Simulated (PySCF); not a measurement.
# InF and its ions

RHF-CCSD(T); In def2-TZVPPD with ECP28, F def2-TZVPPD; scalar-relativistic core potentials (PySCF 2.14). Neutral (RHF): singlet (closed shell), Re = 1.996 Å, ωe = 529 cm⁻¹, De = 5.51 eV.

InF⁺ (UHF): doublet (σ ↑), Re = 1.903 Å, ωe = 618 cm⁻¹, De = 1.04 eV to In⁺ + F. The energies at the minima are -289.29185 hartree for InF and -288.92496 for InF⁺.

Q: Work out the adiabatic ionisation energy, without and with harmonic zero-point energies (1 hartree = 27.2114 eV, 1 eV = 8065.5 cm⁻¹), and the change of the bond length.

A: At CCSD(T): 0.36689 hartree = 9.984 eV between the minima; the zero-point term (618.0 − 529.0)/2 cm⁻¹ = +0.006 eV makes it 9.989 eV. Re changes by -9.3 pm against the neutral. The electron leaves a σ orbital, and the shorter bond of the ion fits an antibonding orbital, or a change in how ionic the bond is.

InF⁻ (UHF): doublet (π ↑), Re = 2.079 Å, ωe = 418 cm⁻¹, De = 2.26 eV to In + F⁻. The energies at the minima are -289.29185 hartree for InF and -289.29210 for InF⁻.

Q: Work out the adiabatic electron affinity, without and with harmonic zero-point energies (1 hartree = 27.2114 eV, 1 eV = 8065.5 cm⁻¹), and the change of the bond length.

A: At CCSD(T): 0.00025 hartree = 0.007 eV between the minima; the zero-point term (529.0 − 418.0)/2 cm⁻¹ = +0.007 eV makes it 0.014 eV. Re changes by +8.3 pm against the neutral. The electron enters a π orbital, and the longer bond of the ion fits an antibonding orbital, or a change in how ionic the bond is.

Correlated steps freeze 5 core orbitals. Spin–orbit coupling is left out, which matters for elements this heavy, above all for dissociation energies. For an ion De counts to the pair picked by the measured ionisation energies or electron affinities, which need not be the lowest pair at this level. Where the molecule has an RHF reference, its open-shell atoms are computed with UHF. States were picked by a PBE0 search and need not be the measured ground states.

Neutral and ion stand on different kinds of reference determinant, which adds to the error of the difference.
